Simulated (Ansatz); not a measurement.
CH$_{6}$FGeNS, SMILES `[NH2][GeH2][S]CF`, relaxed with RKS PBE-D4/def2-SVP in Ansatz 0.2.0 from a rough embedded geometry. The force threshold is 0.03 eV/Å; the program also tests the step.

The species carries charge 0 and has multiplicity 1.

Start:

```xyz
11

N    -0.196    0.664    1.846
Ge   -0.965   -0.547    0.764
S     0.569   -1.400   -0.574
C     0.793    0.035   -1.620
F     1.668   -0.134   -2.606
H     0.708    0.258    2.285
H     0.154    1.477    1.278
H    -2.044    0.110   -0.095
H    -1.589   -1.713    1.650
H     1.128    0.891   -0.924
H    -0.227    0.361   -2.003
```

```csv
step,energy (eV),largest force (eV/Å),largest move (Å)
1,-72661.7893,3.106,0.000
2,-72662.0689,1.041,0.193
3,-72662.1390,0.326,0.134
4,-72662.1479,0.112,0.024
5,-72662.1506,0.062,0.024
6,-72662.1513,0.055,0.021
7,-72662.1521,0.028,0.031
8,-72662.1531,0.063,0.058
9 (rejected),-72662.1487,0.437,0.158
10,-72662.1563,0.046,0.079
11,-72662.1598,0.158,0.098
13,-72662.1688,0.288,0.112
15,-72662.1970,0.199,0.200
17,-72662.2185,0.285,0.195
19,-72662.2552,0.453,0.174
21,-72662.3060,0.301,0.194
23,-72662.3196,0.082,0.093
25,-72662.3263,0.080,0.060
27,-72662.3325,0.359,0.104
29,-72662.3459,0.607,0.195
31,-72662.3685,0.133,0.075
33,-72662.3823,0.134,0.146
35,-72662.3859,0.046,0.029
36,-72662.3861,0.015,0.023
```

End:

```xyz
11

N     0.253    0.444    2.008
Ge   -0.875   -0.464    0.860
S     0.131   -1.439   -0.935
C     0.453    0.111   -1.841
F     1.258    0.992   -1.132
H     0.916   -0.189    2.475
H     0.816    1.131    1.489
H    -1.874    0.575    0.286
H    -1.541   -1.617    1.647
H    -0.503    0.631   -2.074
H     0.967   -0.175   -2.783
```

Run time 110 s (2 threads of an AMD EPYC 7R13 on a shared host); peak host memory 0.25 GiB.
